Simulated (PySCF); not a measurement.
# Deuteron quadrupole couplings in `C#Cc1ccpc(C(=O)OC)c1`

Compound: C9H7O2P.
Cartesian coordinates in Å at the GFN2-xTB level; atoms count from 1:
```xyz
19
C9H7O2P angstrom
C      4.3120   -0.8039    0.8851
C      3.2702   -0.3632    0.4825
C      2.0473    0.1629    0.0030
C      2.0760    1.2374   -0.8938
C      0.9470    1.8214   -1.4172
P     -0.7000    1.3622   -1.0895
C     -0.3920    0.0471    0.0198
C     -1.5973   -0.6222    0.5402
O     -1.6272   -1.5475    1.3117
O     -2.6949   -0.0440    0.0210
C     -3.9436   -0.5756    0.4255
C      0.8496   -0.3992    0.4349
H      5.2191   -1.1926    1.2405
H      3.0483    1.6188   -1.1811
H      1.0788    2.6499   -2.1028
H     -4.0128   -1.6305    0.1510
H     -4.0598   -0.4879    1.5080
H     -4.7053    0.0046   -0.0888
H      0.8748   -1.2282    1.1308
```

Level: PBE0/pcSseg-1 (PySCF, non-relativistic); Q(2H) = 0.00286 b; rigid geometry, the same for H and D, with no vibrational averaging.

Question: Rank these positions by the coupling χzz of a deuteron there, largest first.
A. H15 (aromatic hydrogen)
B. H19 (aromatic hydrogen)
C. H13 (alkyne hydrogen)
D. H16 (methyl hydrogen)

Answer: C (266 kHz), A (216 kHz), B (209 kHz), D (198 kHz).

Question: What are Vzz, η and χzz (234.96 MHz × Q × Vzz) at all hydrogens?

Answer: 
```csv
atom,bonded to,bond length (Å),Vzz (au),η,χzz (kHz)
H13,C1,1.049,0.3961,0.00,266
H14,C4,1.083,0.3149,0.06,212
H15,C5,1.083,0.3211,0.06,216
H16,C11,1.092,0.2950,0.10,198
H17,C11,1.092,0.2951,0.10,198
H18,C11,1.087,0.3063,0.08,206
H19,C12,1.083,0.3109,0.04,209
```

Question: A static deuteron (I = 1) shows a doublet split by (3/2)χ, (3/4)χ(1 + η) and (3/4)χ(1 − η) with the field along z, y and x of the gradient. What are these for H13?

Answer: With |χ| = 266.2 kHz and η = 0.003: 399, 200 and 199 kHz, to first order and without motion.

The structure is a single GFN2-xTB conformer in the gas phase; no vibrational or solvent corrections. GFN2-xTB bond lengths can be off by several hundredths of an ångström, more for odd bonds, and the gradients follow them. With a basis this small, the couplings can be 20 % off.
